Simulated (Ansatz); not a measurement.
Input file for Ansatz (a program for electronic structure): U-wB97X-V/def2-TZVPP on CH4OPb (SMILES C[O][PbH]), a point of a bond scan (R = 3.287 Å). Elements past Kr take the def2 small-core potentials; no spin–orbit coupling.

Ansatz 0.2 input:
```yaml
crystal:
  periodic: [false, false, false]
  atoms:
    - {symbol: Pb, position_ang: [-0.18088400, -0.24647814, 0.34040536]}
    - {symbol: H, position_ang: [-2.01333117, -1.11335742, -2.24712392]}
    - {symbol: O, position_ang: [1.00528976, 1.06933301, -0.77910563]}
    - {symbol: C, position_ang: [0.89711151, 1.34866124, -2.15568911]}
    - {symbol: H, position_ang: [0.71053154, 2.41844853, -2.30633806]}
    - {symbol: H, position_ang: [1.83700100, 1.10003060, -2.66238683]}
    - {symbol: H, position_ang: [0.08796474, 0.78793494, -2.63935184]}
basis:
  gaussian:
    orbitals: def2-TZVPP
hamiltonian:
  xc: {name: wB97X-V}
magnetization: {spin_polarized: true, initial_magnetization: 0}
```

The head of its log:

```
WARN ansatz: RAYON_NUM_THREADS=1 ignored (pool sized by the plan → 1); use --threads N
Functional definition: wB97X-V
integrals: 0.10 GiB planned
984 factors; their error is unknown
integrals: 0.13 GiB planned
285 factors; integrals over basis functions are off by at most 3.3e-5 eV
mean field: 1.19 GiB planned
mean field evaluation 1: about -8387.5250 eV, gradient 3.7e1 eV
mean field evaluation 2: about -8369.8402 eV, gradient 7.8e1 eV
```

Give the final energy of this run.

-308.4843 hartree. Its determinant has ⟨S²⟩ = 0.61, a mixture of spin states.
